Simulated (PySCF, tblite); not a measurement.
C8H9NSi.
Atom-mapped SMILES: `[CH2:1]=[C:2]([C:3]#[C:4][CH3:5])/[CH:6]=[CH:7]\[SiH2:8][C:9]#[N:10]` (hydrogens: H11, H12 on C1; H13, H14, H15 on C5; H16 on C6; H17 on C7; H18, H19 on Si8)

Structure used (GFN2-xTB), in Å, numbered top down from 1:
```xyz
19
C8H9NSi angstrom
C      0.5760   -2.4391   -1.5301
C      0.0013   -1.4559   -0.8203
C      0.7940   -0.3755   -0.3532
C      1.5608    0.5038   -0.0536
C      2.4305    1.5877    0.3320
C     -1.4284   -1.4790   -0.5509
C     -2.1269   -0.6710    0.2516
Si    -1.5414    0.7209    1.3680
C     -0.9519    2.1707    0.3461
N     -0.5966    3.0840   -0.2478
H      1.6317   -2.4395   -1.7388
H      0.0015   -3.2666   -1.9112
H      1.9501    2.5377    0.0974
H      2.6308    1.5480    1.4030
H      3.3741    1.5189   -0.2088
H     -1.9495   -2.2686   -1.0841
H     -3.1931   -0.8631    0.3071
H     -2.7113    1.2321    2.0976
H     -0.4616    0.3638    2.2887
```

Method used: PBE0/pcSseg-1 in PySCF (dipole) on a GFN2-xTB geometry, gas phase.

Take the most abundant isotopes and a rigid rotor. The values belong to one conformer with, in the numbering `[CH2:1]=[C:2]([C:3]#[C:4][CH3:5])/[CH:6]=[CH:7]\[SiH2:8][C:9]#[N:10]`, C1–C2–C6–C7 172°, C6–C7–Si8–C9 70°.

(1) What are A, B and C (cm⁻¹)?

(2) What kind of rotor is it?

(3) Is it planar, by Δ = Ic − Ia − Ib?

(4) Give the other two planar moments, Paa and Pbb, and the rms extents of the mass along the axes.

(5) Which lines would a microwave search look for?

(6) Estimate the classical rotational partition function at 50 K, 100 K and 298.15 K.

## Answers

(1) Ia = 383.20, Ib = 493.28, Ic = 764.84 u·Å²; 505379 MHz·u·Å²/I gives 1319, 1025 and 660.8 MHz, that is A = 0.04399, B = 0.03417, C = 0.02204 cm⁻¹.

(2) An asymmetric top: κ = (2 × 1025 − 1319 − 660.8)/(1319 − 660.8) = 0.11.

(3) Not planar: Δ = Ic − Ia − Ib = -111.65 u·Å². For a rigid frame Δ = −2 Σ m c², so Σ m c² = 55.82 u·Å² lies off the ab plane: 7.98 from hydrogen and 47.84 from heavier atoms. The atom farthest from that plane is 1.94 Å away.

(4) Paa = Σ m a² = (Ib + Ic − Ia)/2 = 437.46 and Pbb = Σ m b² = (Ia + Ic − Ib)/2 = 327.38 u·Å². With the mass M = 147.05 u, the rms extents √(P/M) along a, b and c are 1.72, 1.49, 0.62 Å.

(5) The dipole components are |μa| = 2.63 D, |μb| = 0.33 D, |μc| = 2.09 D. The squared components, which scale the intensities, stand as 1.00 : 0.02 : 0.63 (a : b : c). Some lines, for components of 0.1 D or more:

```csv
type,branch,"J(Ka,Kc)",MHz,lower level (cm⁻¹)
b,Q,"1(1,0) ← 1(0,1)",658,0.056
a,Q,"3(2,1) ← 3(2,2)",748,0.401
b,Q,"3(2,1) ← 3(1,2)",1257,0.384
c,Q,"3(3,1) ← 3(2,1)",1732,0.426
b,Q,"3(3,0) ← 3(2,1)",1804,0.426
b,Q,"2(2,1) ← 2(1,2)",1974,0.166
a,Q,"3(1,2) ← 3(1,3)",2110,0.313
a,R,"2(1,2) ← 1(1,1)",3007,0.066
c,R,"2(1,1) ← 1(0,1)",4392,0.056
a,R,"3(2,2) ← 2(2,1)",5056,0.232
a,R,"3(2,1) ← 2(2,0)",5615,0.239
b,R,"3(3,1) ← 2(2,0)",7346,0.239
c,R,"3(3,1) ← 2(2,1)",7536,0.232
b,R,"3(3,0) ← 2(2,1)",7608,0.232
```

(6) Point group C1, symmetry number σ = 1; q = (√π/σ)·√((kT/h)³/(ABC)), k/h = 20836.6 MHz/K: 63100 at 50 K, 178000 at 100 K, 919000 at 298.15 K.

Its GFN2-xTB frequencies are all real (lowest 20 cm⁻¹). Constants of a rigid frame at the computed geometry: no zero-point averaging, no centrifugal distortion. A rigid rotor knows nothing of internal rotation, which can split or shift real lines. Quadrupole hyperfine structure (14N) is left out.
